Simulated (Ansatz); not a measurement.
`C[O][Sn][OH]` + H–F → `C[O][Sn][F]` + H₂O at 500 K and 1 bar (ligand exchange at the Sn–O bond).

Program: Ansatz. Geometries: PBE0-D4/def2-TZVP. ΔE: electronic, gas phase. CCSD(T)/CBS adds triple-zeta CCSD(T) − MP2 to the extrapolated MP2 energy (def2 sets, frozen cores). This one scheme is used for every species. Elements past krypton have def2 core potentials. For Sn outer-core shells are correlated without core-valence functions, which leaves a few kJ/mol of doubt a bond. One conformer a species, not always the lowest.

| species | CCSD(T)/CBS energy (Eh) | H − E (kJ/mol) | S (J/(mol·K)) |
| --- | --- | --- | --- |
| `C[O][Sn][OH]` | -404.87801 | 181.0 | 396.1 |
| H–F | -100.39570 | 39.4 | 188.7 |
| `C[O][Sn][F]` | -428.91146 | 148.3 | 377.3 |
| H₂O | -76.37941 | 73.2 | 206.3 |

H − E and S are ideal-gas, rigid-rotor, harmonic terms from PBE0-D4/def2-TZVP, for one conformer and one mirror image of each species. 1 Eh = 2625.50 kJ/mol, R = 8.31446 J/(mol·K).

Q: By hand: ΔE, ΔH, ΔS and ΔG.

A: ΔE = (-428.91146) + (-76.37941) − (-404.87801) − (-100.39570) = -0.01716 Eh = -45.1 kJ/mol. Δ(H − E) = 148.3 + 73.2 − 181.0 − 39.4 = 1.1, so ΔH = -44.0 kJ/mol. ΔS = 377.3 + 206.3 − 396.1 − 188.7 = -1.2 J/(mol·K). ΔG = -44.0 − 500 × (-1.2)/1000 = -43.4 kJ/mol.

Q: By hand: the equilibrium constant, and the temperature at which ΔG would vanish if ΔH and ΔS stayed fixed.

A: log₁₀ K = −ΔG/(RT ln 10) = 4.5. ΔG = 0 at ΔH/ΔS = 36667 K, far beyond where these terms or the molecules hold.

The number of gas molecules stays the same, so ΔS is small and ΔH decides. A doubt of 5 kJ/mol in ΔE shifts log₁₀ K by 0.5 here. Other conformers and mirror images would add mixing entropy, several J/(mol·K) or more a flexible species. Modes under 60 cm⁻¹, often nearly free rotors, make the harmonic entropy too high. These are equilibria of isolated gas molecules and say nothing of rates. Largest T1 diagnostic: 0.017 (customary marks: 0.02 for closed shells, 0.045 for open ones).
